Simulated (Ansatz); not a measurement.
A basis-limit estimate, worked out

The pair of H2 (SMILES [H][H], atoms 1–2) and BCl3 (SMILES ClB(Cl)Cl, atoms 3–6), both closed shells, in one local arrangement (a lower one may exist), relaxed at PBE0-D4/def2-TZVP:

| atom | x (Å) | y (Å) | z (Å) |
| --- | --- | --- | --- |
| H1 | 0.1292 | 0.0044 | -2.1725 |
| H2 | -0.4800 | -0.4202 | -2.0958 |
| Cl3 | 1.6945 | 0.7253 | 0.8438 |
| B4 | 0.0873 | 0.1038 | 1.0655 |
| Cl5 | -1.2666 | 1.1909 | 1.1019 |
| Cl6 | -0.1644 | -1.6042 | 1.2569 |

Both fragments are computed in the basis of the whole pair.

Computed with Ansatz 0.2.0 (basis: def2-TZVPPD and def2-QZVPPD); correlated methods freeze the cores.

Energies in eV:

| quantity | pair | first fragment | second fragment |
| --- | --- | --- | --- |
| Hartree–Fock, triple zeta (X = 3) | -38218.00914 | -30.82961 | -38187.19230 |
| Hartree–Fock, quadruple zeta (X = 4) | -38219.05268 | -30.84371 | -38188.22130 |
| MP2 correlation, X = 3 | -19.00690 | -0.86531 | -18.10566 |
| MP2 correlation, X = 4 | -20.71163 | -0.90156 | -19.77041 |
| CCSD(T) correlation, X = 3 | -21.32671 | -1.07589 | -20.21646 |

(1) Work out the interaction energy at the basis limit: extrapolate Hartree–Fock as E(X) = E∞ + A exp(−7.88 √X) and the MP2 correlation as E(X) = E∞ + B X^−2.97 (the exponents that Neese and Valeev fitted for def2-TZVPP and QZVPP, reused here for the diffuse sets), then add CCSD(T) − MP2 in triple zeta.

T1 diagnostic: at most 0.012.

## Answers

(1) Each step is linear, so take the differences first (pair − first fragment − second fragment): Hartree–Fock 0.01277 (X = 3) and 0.01233 (X = 4); MP2 correlation -0.03593 and -0.03966; CCSD(T) correlation -0.03436.
Two points give E∞ = E(4) + w [E(4) − E(3)], with w = 1/(exp(7.88 (2 − √3)) − 1) = 0.1377 for Hartree–Fock and w = 1/((4/3)^2.97 − 1) = 0.7407 for the correlation.
Hartree–Fock: 0.01233 + 0.1377 × (-0.00044) = 0.0123 eV.
MP2 correlation: -0.03966 + 0.7407 × (-0.00373) = -0.0424 eV.
CCSD(T) − MP2: -0.03436 − (-0.03593) = 0.0016 eV.
Sum: 0.0123 + (-0.0424) + 0.0016 = -0.0285 eV, or -0.66 kcal/mol. Plain CCSD(T) in triple zeta gives -0.0216 eV, so the larger basis shifts the result by -0.0069 eV.

For scale, one of the runs: CCSD(T)/def2-TZVPPD, 224 basis functions, launched by `ansatz run in.yaml --threads 4 --pin off --events-out ev --progress --plain --max-ram 9574MiB`. The run took 64 s on 4 CPU threads of an Arm Neoverse V1 (shared host), with 3.3 GiB of host memory at its peak.
